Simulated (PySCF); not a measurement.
Compound: C₇H₇O (doublet state).
Atom-mapped SMILES: `[CH:1]#[C:2]/[CH:3]=[C:4](\[C:5]=[CH2:6])[O:7][CH3:8]` (hydrogens: H9 on C1; H10 on C3; H11, H12 on C6; H13, H14, H15 on C8)

Structure used (GFN2-xTB), in Å, numbered top down from 1:
```
atom  x, y, z in Å
C1     3.3303   -0.9271   -0.2958
C2     2.1724   -0.9442   -0.6476
C3     0.8609   -0.9786   -1.0679
C4    -0.1789   -0.2890   -0.4138
C5     0.0300    0.4587    0.6788
C6     0.2602    1.1708    1.7296
O7    -1.4223   -0.4411   -0.9803
C8    -2.4714    0.2347   -0.3392
H9     4.3339   -0.9146    0.0067
H10    0.6047   -1.5589   -1.9404
H11    0.2191    0.7585    2.7301
H12    0.5220    2.2201    1.6735
H13   -3.3726    0.0062   -0.9051
H14   -2.5896   -0.1050    0.6958
H15   -2.3031    1.3175   -0.3347
```

The hyperfine couplings belong to this conformer and change with its torsions.

Computed, not measured: UKS B3LYP, pcH-1 on C H O, non-relativistic, mean-field spin-orbit, GIAO (PySCF). One conformer (not necessarily the lowest) at the GFN2-xTB geometry, without solvent, vibrations or thermal averaging. The geometry wasn't refined by DFT: couplings that depend on bond lengths, twists or pyramidal angles can differ widely from those at the functional's own minimum. The SCF solution wasn't tested for stability. ⟨S²⟩ is 0.779 where a pure state has 0.75.

(1) Predict the first-order ENDOR lines of H11/H12, H10, H9 and H13/H14/H15 under fast tumbling at B = 346.9 mT (X band).

(2) Which pairs are centred on the nuclear Larmor frequency, and which on half the coupling?

(3) At what field would the lower line of H11/H12 fall to zero frequency?

Answers

(1) For S = 1/2 in fast tumbling each set of equivalent nuclei gives two lines, ν± = |νn ± a/2| to first order, with νn = g_N μN B/h and μN/h = 7.62259 MHz/T.

```json
{"nuclei": "H11/H12", "isotope": "1H", "g_N": "5.5857", "νn (MHz)": "14.77", "a_iso (MHz)": "85.46", "lower line (MHz)": "27.96", "upper line (MHz)": "57.50"}
{"nuclei": "H10", "isotope": "1H", "g_N": "5.5857", "νn (MHz)": "14.77", "a_iso (MHz)": "-42.53", "lower line (MHz)": "6.49", "upper line (MHz)": "36.03"}
{"nuclei": "H9", "isotope": "1H", "g_N": "5.5857", "νn (MHz)": "14.77", "a_iso (MHz)": "-28.63", "lower line (MHz)": "0.46", "upper line (MHz)": "29.08"}
{"nuclei": "H13/H14/H15", "isotope": "1H", "g_N": "5.5857", "νn (MHz)": "14.77", "a_iso (MHz)": "-0.63", "lower line (MHz)": "14.45", "upper line (MHz)": "15.09"}
```

(2) Centred on νn, since |a| < 2νn: H9 and H13/H14/H15. Centred on |a|/2 and split by 2νn: H11/H12 and H10.

(3) Where νn = |a|/2, that is B = 42.73 MHz/(5.5857 × 7.62259 MHz/T) = 1000 mT, as far as first order holds there.

Means are taken over nuclei equivalent by connectivity, which assumes that they swap fast.

Largest spin populations (Mulliken): C3 (+0.62), C5 (+0.45), C1 (+0.38) and C2 (-0.19). Three atoms exceed +0.15. The positive populations add up to 1.52 and the negative ones to -0.52, together 2S = 1. The angles at C3 add up to 360.0°, so it is planar; its axial dipolar tensor and the negative coupling of its proton fit spin in a p orbital normal to that plane.

On one thread, Arm Neoverse V2 (aarch64), on a shared host, this took 54 s wall (with the writing of density and orbital grids) and 0.97 GiB of memory at its peak.

The SMILES draws the unpaired electron on C5; the largest computed Mulliken spin population is on C3 (0.62 against 0.45).
